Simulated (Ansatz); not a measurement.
Molecule: sum formula NaOH, charge 0, multiplicity 1. SMILES: [Na][OH]
Geometry: optimised at B3LYP-D3(BJ)/def2-TZVP (Ansatz, an electronic-structure program).

Atomisation energy built up term by term with Ansatz (kcal/mol; UHF references for open shells; valence terms freeze the core; atomic spin-orbit terms are left out; no core correlation term is included; no scalar relativity (X2C) term is included). CBS marks a two-point X^-3 extrapolation of the correlation energy; Hartree-Fock from the larger set.

| term | basis | kcal/mol |
|---|---|---|
| Hartree-Fock | def2-QZVPPD | 106.17 |
| CCSD correlation | CBS(def2-TZVPPD,def2-QZVPPD) | 76.62 |
| (T) | CBS(def2-TZVPPD,def2-QZVPPD) | 4.98 |
| sum: De |  | 187.8 |

(T) makes 2.7 % of the CCSD(T) atomisation energy; under 5 % is typical of single-reference molecules.
